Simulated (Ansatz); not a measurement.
Steps of a relaxation of C2H9GeN (`C[N](C)[GeH3]`) with RKS PBE0-D4/def2-TZVP.

```sh
$ ansatz run in.yaml --threads 4 --pin off --events-out ev --progress --plain --max-ram 10444MiB
```

```yaml
crystal:
  periodic: [false, false, false]
  atoms:
    - {symbol: C, position_ang: [-0.364017, 1.136633, -0.885464]}
    - {symbol: N, position_ang: [-0.232414, 0.176650, 0.192832]}
    - {symbol: C, position_ang: [0.812468, 0.506828, 1.141945]}
    - {symbol: Ge, position_ang: [-0.496498, -1.617706, -0.211966]}
    - {symbol: H, position_ang: [0.548619, 1.230340, -1.531566]}
    - {symbol: H, position_ang: [-0.569630, 2.152067, -0.473699]}
    - {symbol: H, position_ang: [-1.215710, 0.871178, -1.545628]}
    - {symbol: H, position_ang: [0.625715, 1.512605, 1.585199]}
    - {symbol: H, position_ang: [1.843138, 0.536833, 0.699275]}
    - {symbol: H, position_ang: [0.828288, -0.222835, 1.977997]}
    - {symbol: H, position_ang: [-1.829225, -1.701073, -0.999308]}
    - {symbol: H, position_ang: [-0.577648, -2.368167, 1.141972]}
    - {symbol: H, position_ang: [0.647414, -2.248154, -1.076888]}
basis:
  gaussian: {orbitals: def2-TZVP}
hamiltonian: {xc: pbe0, dispersion: d4}
relax: {f_tol: 0.005, max_steps: 150}
```

Positions (Å) and forces (eV/Å) along the path, 7 of 7 steps:

```xyz
13
step=1 energy=-60218.5262 eV
C    -0.364    1.137   -0.885    0.027    0.247   -0.222
N    -0.232    0.177    0.193    0.084   -0.134   -0.091
C     0.812    0.507    1.142    0.256    0.124    0.173
Ge   -0.496   -1.618   -0.212    0.050    0.217    0.040
H     0.549    1.230   -1.532   -0.434   -0.095    0.349
H    -0.570    2.152   -0.474    0.095   -0.518   -0.162
H    -1.216    0.871   -1.546    0.413    0.099    0.348
H     0.626    1.513    1.585    0.051   -0.495   -0.237
H     1.843    0.537    0.699   -0.537   -0.040    0.172
H     0.828   -0.223    1.978   -0.038    0.340   -0.430
H    -1.829   -1.701   -0.999    0.202    0.012    0.114
H    -0.578   -2.368    1.142    0.016    0.111   -0.202
H     0.647   -2.248   -1.077   -0.184    0.132    0.148
13
step=2 energy=-60218.5697 eV
C    -0.361    1.129   -0.878   -0.006    0.099   -0.095
N    -0.246    0.177    0.201    0.020   -0.093   -0.041
C     0.806    0.504    1.133    0.099    0.043    0.086
Ge   -0.495   -1.604   -0.209    0.004    0.141    0.041
H     0.549    1.205   -1.507   -0.134   -0.030    0.112
H    -0.560    2.135   -0.473    0.032   -0.153   -0.058
H    -1.202    0.867   -1.533    0.118    0.041    0.091
H     0.625    1.500    1.570    0.026   -0.149   -0.069
H     1.817    0.526    0.679   -0.169   -0.011    0.051
H     0.825   -0.218    1.959   -0.001    0.105   -0.114
H    -1.813   -1.692   -0.995    0.020   -0.014    0.009
H    -0.571   -2.354    1.132   -0.001   -0.003   -0.026
H     0.648   -2.210   -1.065   -0.008    0.023    0.012
13
step=3 energy=-60218.5737 eV
C    -0.361    1.127   -0.875    0.001    0.013   -0.014
N    -0.253    0.179    0.205   -0.032   -0.034    0.008
C     0.803    0.504    1.131    0.015    0.005    0.010
Ge   -0.497   -1.598   -0.206    0.004    0.019    0.004
H     0.547    1.193   -1.498    0.009   -0.006   -0.004
H    -0.552    2.130   -0.475    0.000    0.007    0.004
H    -1.198    0.871   -1.528   -0.007   -0.001   -0.004
H     0.630    1.498    1.562   -0.002    0.007    0.001
H     1.806    0.519    0.670    0.006   -0.004   -0.009
H     0.824   -0.212    1.957    0.000   -0.005    0.006
H    -1.811   -1.698   -0.995   -0.001    0.000   -0.002
H    -0.571   -2.358    1.127    0.000   -0.001    0.002
H     0.653   -2.189   -1.061    0.007    0.003   -0.003
13
step=4 energy=-60218.5739 eV
C    -0.364    1.126   -0.871    0.007   -0.015    0.014
N    -0.272    0.180    0.217    0.055    0.074   -0.009
C     0.799    0.503    1.131   -0.011   -0.005   -0.017
Ge   -0.496   -1.596   -0.205   -0.002   -0.015   -0.004
H     0.546    1.170   -1.495   -0.018   -0.006    0.012
H    -0.535    2.134   -0.474    0.000   -0.005   -0.005
H    -1.207    0.881   -1.521   -0.014   -0.003   -0.015
H     0.641    1.505    1.549    0.002   -0.007    0.000
H     1.797    0.501    0.660   -0.021   -0.004    0.007
H     0.817   -0.202    1.964    0.004   -0.012    0.016
H    -1.805   -1.705   -1.001   -0.002   -0.003   -0.004
H    -0.568   -2.366    1.122    0.001   -0.004    0.002
H     0.666   -2.166   -1.060   -0.003    0.006    0.004
13
step=5 energy=-60218.5741 eV
C    -0.364    1.126   -0.873    0.003   -0.004    0.006
N    -0.269    0.182    0.216   -0.001    0.014    0.005
C     0.800    0.503    1.132   -0.004    0.000   -0.006
Ge   -0.497   -1.594   -0.204    0.010   -0.004   -0.007
H     0.544    1.170   -1.498   -0.004    0.001   -0.001
H    -0.537    2.134   -0.478    0.000   -0.003   -0.004
H    -1.208    0.879   -1.522    0.002    0.000    0.004
H     0.643    1.503    1.553    0.002   -0.004    0.000
H     1.799    0.499    0.662   -0.001   -0.001    0.004
H     0.817   -0.205    1.965   -0.001    0.002   -0.003
H    -1.805   -1.704   -1.002   -0.001    0.000    0.004
H    -0.568   -2.365    1.123   -0.004    0.002   -0.001
H     0.666   -2.163   -1.058   -0.001   -0.002    0.000
13
step=6 energy=-60218.5742 eV
C    -0.365    1.125   -0.873    0.000    0.006   -0.001
N    -0.269    0.183    0.216    0.000   -0.001   -0.001
C     0.800    0.502    1.132    0.002    0.004    0.004
Ge   -0.495   -1.593   -0.205   -0.004   -0.004    0.001
H     0.542    1.169   -1.500    0.001   -0.001   -0.001
H    -0.536    2.135   -0.479    0.000   -0.002    0.001
H    -1.210    0.879   -1.520    0.000    0.000   -0.001
H     0.645    1.504    1.552   -0.001   -0.002   -0.001
H     1.799    0.496    0.663    0.001   -0.001   -0.001
H     0.815   -0.205    1.965    0.001    0.000    0.000
H    -1.804   -1.704   -1.002    0.001    0.000   -0.001
H    -0.568   -2.365    1.122    0.001    0.000    0.000
H     0.668   -2.162   -1.058    0.000    0.001    0.001
13
step=7 energy=-60218.5742 eV
C    -0.365    1.126   -0.872    0.000   -0.001    0.000
N    -0.269    0.183    0.216    0.000    0.001    0.000
C     0.800    0.502    1.132    0.000   -0.001   -0.001
Ge   -0.495   -1.594   -0.205    0.000    0.000    0.000
H     0.542    1.168   -1.500    0.000    0.000    0.000
H    -0.535    2.135   -0.478    0.000    0.000    0.000
H    -1.211    0.879   -1.519    0.000    0.000    0.000
H     0.645    1.504    1.552    0.000    0.000    0.000
H     1.799    0.496    0.663    0.000    0.000    0.000
H     0.814   -0.204    1.966    0.000    0.000    0.000
H    -1.803   -1.704   -1.003    0.000    0.000    0.000
H    -0.568   -2.365    1.122    0.000    0.000    0.000
H     0.668   -2.162   -1.058    0.000    0.000    0.000
```

Run time 28 s (4 threads of an Arm Neoverse V1 on a shared host); peak host memory 0.52 GiB.
